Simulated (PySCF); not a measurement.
**HCuO + Br₂ → CuOBr + HBr**

Level: PBE0 in the def2-TZVP basis family, all electrons, no relativity, computed in PySCF with density fitting; open shells unrestricted.

```csv
species,state and structure,E (Eh),ZPE (kJ/mol),H(298 K) − H(0) (kJ/mol),S° (J/(mol K))
HCuO,"singlet, Cs, Cu–O 1.785 Å, O–H 0.962 Å; Cu–O–H 108.9°",-1716.03455,31.4,10.5,245.2
Br₂,"singlet, D∞h, Br–Br 2.281 Å",-5147.70672,2.0,9.7,244.8
CuOBr,"triplet, C∞v, Cu–Br 2.189 Å, Cu–O 1.710 Å; Br–Cu–O 180.0°",-4289.27369,7.3,13.9,292.3
HBr,"singlet, C∞v, H–Br 1.421 Å",-2574.45811,16.0,8.7,198.5
```

**Question.** What is the electronic reaction energy?

**Answer.** At PBE0/def2-TZVP, ΔE = 24.9 kJ/mol from the differences of the total energies times 2625.5, uphill. 

**Question.** Add zero-point, thermal and entropy terms for 298.15 K and 1 bar.

**Answer.** ΔZPE = -10.1 and Δ[H(298) − H(0)] = 2.4 kJ/mol give ΔH° = 17.2 kJ/mol. ΔS° = 0.8 J/(mol K), so ΔG° = 17.2 − 298.15 × (0.0008) = 17 kJ/mol and log₁₀K = -3.0.

Open d or f shells are single determinants, so the state found may not be the ground state. Only the bonding shown was studied: isomers, or loss of a ligand pair, can lie lower.
